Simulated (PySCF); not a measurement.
Electron correlation in Sm³⁺ (samarium, charge +3)

[Xe] 4f5, one real determinant. All numbers are calculated (PySCF 2.14, scalar relativity by spin-free X2C-1e, in cc-pVDZ-X2C (8s7p5d3f1g, 84 functions)). Frozen: [Kr] 4d10; 13 electrons correlated.

MP2 pair energies summed by pair of shells (mhartree):

| pair | energy | share (%) |
| --- | --- | --- |
| 5p-5p | -121.84 | 39.8 |
| 4f-5p | -90.02 | 29.4 |
| 4f-4f | -39.49 | 12.9 |
| 5s-5p | -32.39 | 10.6 |
| 4f-5s | -16.30 | 5.3 |
| 5s-5s | -6.06 | 2.0 |

Total MP2 correlation energy: -306.11 mhartree.

Same-spin part -120.22 and opposite-spin part -185.89 mhartree; SCS-MP2 scales them by 1/3 and 6/5 to -263.14 mhartree.

The reference is one real determinant that mixes LS terms of this configuration.
